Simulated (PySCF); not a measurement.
The numbers below are computed, except where a source is named.
**AlSiBH7O7(-)**

The system: AlSiBH7O7(-), a molecule drawn as a unit of a network glass or zeolite (built as: B3 Si Al, H ends, O bridges); charge -1, singlet. The structure, one conformer, was relaxed in the gas phase by PBE0-D3(BJ)/def2-SVP. No frequency run checks that it is a minimum.

SMILES: OB(O)O[SiH2][O][Al-]([OH])([OH])[OH]

Coordinates in Å:
```
O1     -2.500   -1.971   -1.083
Al2    -1.717   -0.472   -0.616
O3     -1.010   -0.815    0.998
O4     -2.799    0.905   -0.651
O5     -0.289   -0.052   -1.606
Si6     1.266   -0.322   -1.254
O7      1.916    0.721   -0.130
B8      1.790    1.063    1.189
O9      0.828    0.642    2.037
O10     2.757    1.922    1.684
H11    -3.179   -1.864   -1.751
H12    -0.991   -1.752    1.208
H13    -2.372    1.682   -1.017
H14     2.112   -0.109   -2.473
H15     1.530   -1.720   -0.763
H16     0.109    0.055    1.643
H17     2.540    2.088    2.606
```

Shieldings: GIAO PBE0/aug-pcSseg-1.  Core levels by delta-SCF with SCAN, aug-pcX-2 on the ionised atom and aug-pcseg-1 elsewhere, spin-free X2C; from the vacuum level, for chosen atoms.

**Question.** Give the shieldings and core levels atom by atom.

**Answer.** 
```csv
atoms,bonded to,σ (ppm),δ (ppm),core level (eV)
O1,1 Al + 1 H,313.5,-,1s 533.33
Al2,4 O,490.8,-,-
O3,1 Al + 1 H,286.0,-,-
O4,1 Al + 1 H,308.9,-,-
O5,1 Al + 1 Si,230.1,-,-
Si6,2 O + 2 H,401.7,-,-
O7,1 B + 1 Si,212.2,-,1s 534.08
B8,3 O,82.8,-,1s 194.17
O9,1 B + 1 H,212.1,-,1s 534.09
O10,1 B + 1 H,242.7,-,1s 535.29
H11,1 O,32.42,-,-
H12,1 O,31.04,-,-
H13,1 O,32.17,-,-
H14,1 Si,26.49,-,-
H15,1 Si,25.88,-,-
H16,1 O,18.87,-,-
H17,1 O,29.40,-,-
```

Values are those of this one static structure; atoms that internal rotation interchanges would show their mean in an NMR spectrum.

**Question.** Which of O1, O7, O9, O10 holds its core electrons tightest, and by how much against the loosest?

**Answer.** O10 (bonded to 1 B + 1 H), by 1.96 eV over O1 (bonded to 1 Al + 1 H).

**Question.** By CAM-B3LYP/def2-SVPD (TDDFT singlets, Tamm-Dancoff triplets, ionisation by delta-SCF), where does absorption start, and what does vertical ionisation take?

**Answer.** The lowest singlet lies at 6.47 eV (f 0.029), the strongest of the first 6 at 7.14 eV (f 0.084), the lowest triplet at 6.24 eV; vertical ionisation takes 6.46 eV.

Excited states of gas-phase anions may lie above the detachment limit and hang on the basis.

The 3 runs behind this took 15 min in all, one thread each of Arm Neoverse V2 on a shared host, launched as `OMP_NUM_THREADS=1 python cluster_run.py task.json out`.
